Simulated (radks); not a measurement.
Values are calculated unless marked as measured or tabulated.
Problem. Ionisation ladder of arsenic, from As to As21+. Each ion is in the ground configuration listed by NIST, and IE = E(next ion) - E(this ion). Code: a radial shooting solver on a logarithmic mesh with Libxc functionals. Model: Dirac Kohn-Sham, PBE, spin-unpolarised, spherical densities, finite nucleus; open shells fill j = l - 1/2 first; Fermi nuclear charge, rms radius 4.0968 fm.

species      configuration  IE, Delta-SCF (eV)  <r> HOMO (bohr)
As       [Ar] 3d10 4s2 4p3               8.979             2.58
As+      [Ar] 3d10 4s2 4p2              18.100             2.29
As2+     [Ar] 3d10 4s2 4p1              27.976             2.13
As3+         [Ar] 3d10 4s2              50.647             1.74
As4+         [Ar] 3d10 4s1              63.502             1.68
As5+             [Ar] 3d10              121.30            0.662
As6+              [Ar] 3d9              151.49            0.636
As7+              [Ar] 3d8              183.73            0.612
As8+              [Ar] 3d7                   ?            0.591
As9+              [Ar] 3d6              253.89            0.572
As10+             [Ar] 3d5                   ?            0.555
As11+             [Ar] 3d4              332.32            0.537
As12+             [Ar] 3d3              373.62            0.523
As13+             [Ar] 3d2              416.54            0.509
As14+             [Ar] 3d1              461.04            0.497
As15+                 [Ar]                   ?            0.528
As16+         [Ne] 3s2 3p5              631.81            0.521
As17+         [Ne] 3s2 3p4              675.57            0.513
As18+         [Ne] 3s2 3p3              719.99            0.507
As19+         [Ne] 3s2 3p2              773.33            0.494
As20+         [Ne] 3s2 3p1                   ?            0.488
As21+             [Ne] 3s2              913.54            0.498

Estimate the withheld Delta-SCF values.

Solution. As8+: 217.89 eV (NIST 213); As10+: 291.67 eV (NIST 296); As15+: 588.78 eV (NIST 588); As20+: 819.27 eV (NIST 814).

Beside tabulated values, note that spin-unpolarised runs miss the spin-polarisation part of the exchange energy of open shells.
